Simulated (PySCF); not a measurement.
Spinor energies of Ga³⁺ (gallium, charge +3)

Start: [Ar] 3d10. Calculated with PySCF 2.14 in x2c-TZVPall-2c: generalised Hartree-Fock with the X2C-1e Hamiltonian and a Gaussian nucleus; one run each with spin-orbit coupling (SO) switched off, then screened by Boettger's factors. This is a chosen level, not necessarily the ground level.

```tsv
spinor shell	electrons	ε, spin-free (eV)	ε, screened SO (eV)	weight of nominal j (screened SO)	rms radius, screened SO (bohr)
1s1/2	2	-10475.2	-10475.0	1.000	0.0560
2s1/2	2	-1374.3	-1374.3	1.000	0.235
2p1/2	2	-1196.3	-1215.3	1.000	0.209
2p3/2	4	-1196.3	-1187.1	1.000	0.212
3s1/2	2	-212.08	-212.08	1.000	0.699
3p1/2	2	-156.41	-159.05	1.000	0.729
3p3/2	4	-156.41	-155.14	1.000	0.739
3d3/2	4	-65.009	-65.315	1.000	0.871
3d5/2	6	-65.009	-64.803	1.000	0.877
```

| quantity | spin-free | screened SO |
| --- | --- | --- |
| E (hartree) | -1940.15564 | -1940.21868 |
| M_J | 0 | 0 |
| ⟨J²⟩ | 0.000 | 0.000 |
| ⟨L²⟩ | 0.000 | 0.002 |
| ⟨S²⟩ | 0.000 | 0.002 |

Without spin-orbit coupling the j labels of p, d and f shells carry no meaning; the spin-free column gives the mean over the occupied spinors of each nl shell.
